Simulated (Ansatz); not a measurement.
# Which method gave which barrier?

Saddle point of GaH₄ClO₂, singlet (GaH₂ClO₂ ([OH][Ga]([OH])[Cl]) + H₂ → GaH₃O₂ ([OH][GaH][OH]) + HCl; bonds formed: Ga1–H6, Cl2–H5; bonds broken: Ga1–Cl2, H5–H6), PBE0-D4/def2-TZVP structure:

```json
{"atom": "Ga1", "x (Å)": "-0.3677", "y (Å)": "0.0526", "z (Å)": "-0.1230"}
{"atom": "Cl2", "x (Å)": "1.8999", "y (Å)": "-0.9393", "z (Å)": "0.2686"}
{"atom": "O3", "x (Å)": "-0.5649", "y (Å)": "0.4874", "z (Å)": "-1.8259"}
{"atom": "O4", "x (Å)": "-1.6155", "y (Å)": "-0.8903", "z (Å)": "0.7024"}
{"atom": "H5", "x (Å)": "1.3152", "y (Å)": "0.3743", "z (Å)": "0.7485"}
{"atom": "H6", "x (Å)": "0.5122", "y (Å)": "1.1466", "z (Å)": "0.8414"}
{"atom": "H7", "x (Å)": "0.2046", "y (Å)": "0.9121", "z (Å)": "-2.2102"}
{"atom": "H8", "x (Å)": "-1.3838", "y (Å)": "-1.1433", "z (Å)": "1.5983"}
```

Program: Ansatz 0.2.0. Basis: def2-TZVPP, with def2-QZVPP for the basis limit. Cores are frozen in the correlated methods. Filled d shells of the heavier atoms are correlated. The def2 sets are not built for correlating such inner shells, so the correlated values are less sure here. Extrapolation: Hartree–Fock as exp(−7.88 √X), correlation as X^−2.97. Four methods, as single points on the PBE0-D4 structures, gave these electronic barriers from the start structure: 29.65, 32.20, 37.92, 47.90 kcal/mol.

**Question.** The methods were, in alphabetical order, HF, MP2, PBE-D4, r2SCAN-D4. Which gave which? (Judge from chemistry; the calculation decides.)

**Answer.** By the calculation: PBE-D4 29.65; r2SCAN-D4 32.20; MP2 37.92; HF 47.90 kcal/mol. For comparison, CCSD(T) at an estimated basis limit (MP2 extrapolated from triple and quadruple zeta, plus CCSD(T) − MP2 in triple zeta) gives 37.54 kcal/mol.

The T1 diagnostic stays at or below 0.014.

Labels in which every atom is bracketed show which atoms are joined, not bond orders.

For scale, one of the runs: CCSD(T)/def2-TZVPP, 208 basis functions, launched by `ansatz run in.yaml --threads 4 --pin off --events-out ev --progress --plain --max-ram 9574MiB`. Time: 97 s of wall clock on 4 CPU threads of an Arm Neoverse V1; the host was shared. Peak host memory: 2.9 GiB.
